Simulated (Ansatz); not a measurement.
`B[SiH2]O` and `B[SiH2]OC[SiH3]` differ in one atom or group.

Ansatz, PBE0-D4/def2-TZVP geometries, multiplicity 1. Each molecule was computed in one conformer, which needn't be the lowest.

```json
{"property": "LUMO energy (ωB97M-V/def2-TZVPP) / eV", "`B[SiH2]O`": "-0.50"}
{"property": "size of the dipole moment (PBE/def2-TZVPP) / D", "`B[SiH2]O`": "1.36"}
{"property": "LUMO energy (PBE0/def2-TZVPP) / eV", "`B[SiH2]O`": "-2.47"}
{"property": "HOMO–LUMO gap (B3LYP/def2-TZVPP) / eV", "`B[SiH2]O`": "5.10"}
{"property": "LUMO energy (B3LYP/def2-TZVPP) / eV", "`B[SiH2]O`": "-2.68"}
{"property": "size of the dipole moment (ωB97M-V/def2-TZVPP) / D", "`B[SiH2]O`": "1.51"}
```

**Question.** Give the same properties after the change, and the shifts. (Estimate.)

**Answer.** The calculation gave: 
```
                                          property  `B[SiH2]OC[SiH3]`  shift
             LUMO energy (ωB97M-V/def2-TZVPP) / eV              -0.55  -0.05
    size of the dipole moment (PBE/def2-TZVPP) / D               1.13  -0.23
                LUMO energy (PBE0/def2-TZVPP) / eV              -2.51  -0.04
             HOMO–LUMO gap (B3LYP/def2-TZVPP) / eV               4.89  -0.21
               LUMO energy (B3LYP/def2-TZVPP) / eV              -2.71  -0.03
size of the dipole moment (ωB97M-V/def2-TZVPP) / D               1.24  -0.27
```

Dipoles are sizes alone; their direction can turn.

B3LYP here is the variant with VWN-RPA as its local correlation; programs differ in this.
